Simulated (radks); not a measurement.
Effect of the nuclear size on neutral lead, [Hg] 6p2. Method: Dirac Kohn-Sham, relativistic LDA (MacDonald-Vosko exchange, VWN5 correlation), spin-unpolarised, spherical densities, finite nucleus; open shells are shared between the two j in proportion to 2j + 1; Fermi nuclear charge, rms radius 5.5012 fm; computed with a radial shooting solver on a logarithmic mesh with Libxc functionals. The rms radius is varied about that value; shifts are against it.

| rms radius (fm) | total energy shift (eV) | density at nucleus (e/bohr^3) | 1s1/2 shift (meV) | 2s1/2 shift (meV) | 5p1/2 shift (meV) | 6s1/2 shift (meV) | 6p1/2 shift (meV) | 6p3/2 shift (meV) | 7s1/2 (empty) shift (meV) |
|---|---|---|---|---|---|---|---|---|---|
| 4.6595 | -36.8 | 2.894e+06 | -14600 | -2220 | 0.400 | -2.79 | 0.282 | 0.320 | -0.262 |
| 5.2481 | -11.4 | 2.749e+06 | -4530 | -688 | 0.124 | -0.867 | 0.088 | 0.099 | -0.081 |
| 5.5012 | 0 | 2.693e+06 | 0.000 | 0.000 | 0.000 | 0.000 | 0.000 | 0.000 | 0.000 |
| 5.9633 | 21.7 | 2.6e+06 | 8570 | 1300 | -0.232 | 1.64 | -0.166 | -0.188 | 0.154 |
| 6.0678 | 26.7 | 2.581e+06 | 10600 | 1610 | -0.286 | 2.02 | -0.204 | -0.232 | 0.190 |

Slopes of the eigenvalues against <r^2> in GHz/fm^2, as finite differences over the two radii next to the reference (eigenvalue slopes, not the field-shift constants of lines): 1s1/2 395000, 2s1/2 60000, 5p1/2 -10.7, 6s1/2 75.6, 6p1/2 -7.64, 6p3/2 -8.67, 7s1/2 (empty) 7.09.
